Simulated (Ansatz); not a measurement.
Computed with Ansatz (an electronic-structure program) with frozen-core CCSD(T)/def2-TZVPP // CAM-B3LYP-D3(BJ)/def2-TZVP.

Ansatz 0.2 input:
```yaml
crystal:
  periodic: [false, false, false]
  atoms:
    - { symbol: B, position_ang: [-0.247916, 0.002764, -0.000654] }
    - { symbol: I, position_ang: [1.851805, -0.020671, 0.004879] }
    - { symbol: H, position_ang: [-0.790276, 1.053339, -0.002131] }
    - { symbol: H, position_ang: [-0.813615, -1.035431, -0.002094] }
basis:
  gaussian: { orbitals: def2-TZVPP }
correlation:
  method: ccsd_t
```

Output:

```
Functional definition: HF
822 factors; integrals over basis functions are off by at most 1.0e-3 eV
mean field evaluation 1: about -8775.7249 eV, gradient 1.0e1 eV
mean field evaluation 2: about -8775.7278 eV, gradient 1.0e1 eV
mean field evaluation 4: about -8776.2799 eV, gradient 2.0e0 eV
mean field evaluation 8: about -8776.2895 eV, gradient 4.3e-4 eV
mean field evaluation 16: about -8776.2768 eV, gradient 2.0e0 eV
mean field -8776.28947976 eV, -322.5226895985 hartree, gradient 2.3e-6 eV, S^2 0.000000; 0 other end points of the search recorded, 0 dependent functions left out
5 core orbitals not correlated
reference -8776.28947976 eV, -322.5226895985 hartree; 11, 11 occupied and 93, 93 virtual orbitals, 822 factors
second order -16.39270102 eV of doubles, -0.00000000 eV of singles
cycle   1  -15.57103335 eV  change    8.2e-1 eV  update   8.1e-2
cycle   2  -15.99063907 eV  change   -4.2e-1 eV  update   2.3e-2
cycle   3  -16.03870779 eV  change   -4.8e-2 eV  update   1.4e-2
cycle   4  -16.01249569 eV  change    2.6e-2 eV  update   5.0e-3
cycle   5  -16.01486284 eV  change   -2.4e-3 eV  update   3.1e-3
cycle   6  -16.01607252 eV  change   -1.2e-3 eV  update   6.7e-4
cycle   7  -16.01554917 eV  change    5.2e-4 eV  update   1.6e-4
cycle   8  -16.01559686 eV  change   -4.8e-5 eV  update   4.3e-5
cycle   9  -16.01562936 eV  change   -3.2e-5 eV  update   1.3e-5
cycle  10  -16.01561777 eV  change    1.2e-5 eV  update   3.3e-6
perturbative correction -0.39445625 eV, -0.0144959998 hartree
Total energy: -8792.69955378 eV, -323.1257486955 hartree
```

Cost: roughly 13 core-seconds.
